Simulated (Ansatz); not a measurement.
GeH2 (SMILES [GeH2]), charge 0, multiplicity 1, relaxed at each level with Ansatz (a quantum-chemistry and plane-wave program); harmonic frequencies from differences of analytic forces, average atomic masses, frozen cores.

```
level               harmonic frequencies (cm⁻¹)  ZPE (eV)  cost over PBE/def2-TZVPP (rough)
------------------  ---------------------------  --------  --------------------------------
PBE/def2-TZVPP                    898 1841 1853     0.285                                ×1
B3LYP/def2-TZVPP                  936 1889 1896     0.293                                ×1
PBE0/def2-TZVPP                   933 1921 1930     0.297                                ×1
wB97X-V/def2-TZVPP                957 1967 1972     0.304                                ×3
MP2/cc-pVTZ                       965 1991 1992     0.307                                ×1
CCSD(T)/cc-pVQZ                   932 1931 1933     0.297                               ×30
```

Measured: fundamentals as far as tabulated 1856, 916, 1863 cm⁻¹ [NIST CCCBDB]. Measured modes stand in the spectroscopists' order.

Doubts at one or more of the structures used: a restricted determinant that unrestricted orbitals would lower (MP2/cc-pVTZ, CCSD(T)/cc-pVQZ).
